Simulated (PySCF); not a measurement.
Input file for PySCF: D3(BJ) and D4 dispersion corrections on H5NS (a complex), monomers drawn apart or pushed together.

```python
from pyscf import gto
from pyscf.dispersion import dftd3, dftd4

mol = gto.M(
    atom='''
    N     0.00620493    0.16351925    0.32505388
    H    -0.77720639   -0.46070694    0.17008968
    H    -0.19302844    1.03169110   -0.15879122
    H     0.82113218   -0.25261076   -0.11110566
    S     0.97416065    1.11747628    5.37476190
    H     0.00290154    0.30763271    5.82470459
    H     0.69604220    0.84816670    4.07339012
    ''',
    basis='def2-svp',
    charge=0, spin=0, verbose=0, max_memory=1800)
d3, d4 = {}, {}
for xc in ['hf', 'pbe', 'blyp', 'revpbe', 'tpss', 'r2scan', 'b3lyp', 'pbe0', 'bhlyp', 'camb3lyp', 'b2plyp']:
    d3[xc] = float(dftd3.DFTD3Dispersion(mol, xc=xc, version='d3bj', atm=False).get_dispersion()['energy'])
    print(f'D3(BJ) {xc:10s} {d3[xc]:14.8f} Eh')
for xc in ['hf', 'pbe', 'blyp', 'revpbe', 'tpss', 'r2scan', 'b3lyp', 'pbe0', 'bhlyp', 'camb3lyp', 'b2plyp']:
    d4[xc] = float(dftd4.DFTD4Dispersion(mol, xc={'camb3lyp': 'cam-b3lyp'}.get(xc, xc), atm=True).get_dispersion()['energy'])
    print(f'D4     {xc:10s} {d4[xc]:14.8f} Eh')
```

Output:

```
D3(BJ) hf            -0.01929893 Eh
D3(BJ) pbe           -0.00174334 Eh
D3(BJ) blyp          -0.00352090 Eh
D3(BJ) revpbe        -0.00472555 Eh
D3(BJ) tpss          -0.00209611 Eh
D3(BJ) r2scan        -0.00050731 Eh
D3(BJ) b3lyp         -0.00285155 Eh
D3(BJ) pbe0          -0.00143091 Eh
D3(BJ) bhlyp         -0.00213952 Eh
D3(BJ) camb3lyp      -0.00121109 Eh
D3(BJ) b2plyp        -0.00124706 Eh
D4     hf            -0.00482321 Eh
D4     pbe           -0.00115948 Eh
D4     blyp          -0.00258056 Eh
D4     revpbe        -0.00445288 Eh
D4     tpss          -0.00155038 Eh
D4     r2scan        -0.00035153 Eh
D4     b3lyp         -0.00180238 Eh
D4     pbe0          -0.00097511 Eh
D4     bhlyp         -0.00120909 Eh
D4     camb3lyp      -0.00096775 Eh
D4     b2plyp        -0.00080581 Eh
```

The run finished.

Cost: around 0.05 core-seconds (rough).
